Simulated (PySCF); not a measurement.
Compound: C₁₂H₉F.
SMILES: `Fc1ccc(-c2ccccc2)cc1`

Torsions of this conformer, `[F:1][c:2]1[cH:3][cH:4][c:5](-[c:6]2[cH:7][cH:8][cH:9][cH:10][cH:11]2)[cH:12][cH:13]1`: C4–C5–C6–C7 -38°.

The closed-shell ground state was solved at several levels (PySCF, density fitting, gas phase, non-relativistic). Geometry: PBE0-D3(BJ)/def2-SVP, one conformer, isolated molecule.

```json
{"level": "PBE/pcSseg-1", "basis functions": "266", "total energy (Eh)": "-561.7976", "HOMO (eV)": "-5.70", "LUMO (eV)": "-1.81", "gap (eV)": "3.89", "dipole (D)": "1.24"}
{"level": "PBE0/pcSseg-1", "basis functions": "266", "total energy (Eh)": "-561.8302", "HOMO (eV)": "-6.64", "LUMO (eV)": "-1.01", "gap (eV)": "5.63", "dipole (D)": "1.47"}
{"level": "B3LYP/pcJ-1", "basis functions": "441", "total energy (Eh)": "-562.5601", "HOMO (eV)": "-6.40", "LUMO (eV)": "-1.14", "gap (eV)": "5.26", "dipole (D)": "1.49"}
```

Question: Estimate the row for CAM-B3LYP/def2-SVPD, a basis of 335 functions; the other rows only guide the guess.

Answer: Total energy -561.8695 Eh, HOMO -7.76 eV, LUMO 0.00 eV, gap 7.76 eV, dipole 1.62 D.

Question: Over all these levels, which gives the widest orbital gap and which the narrowest?

Answer: CAM-B3LYP/def2-SVPD (range-separated hybrid) has the widest, 7.76 eV, and PBE/pcSseg-1 (GGA) the narrowest, 3.89 eV. Functional and basis both differ between the two, so the spread mixes both effects.

Question: How far do the dipole and the HOMO energy spread over the levels?

Answer: The dipole runs from 1.24 to 1.62 D (mean 1.46 D) and the HOMO from -7.76 to -5.70 eV.
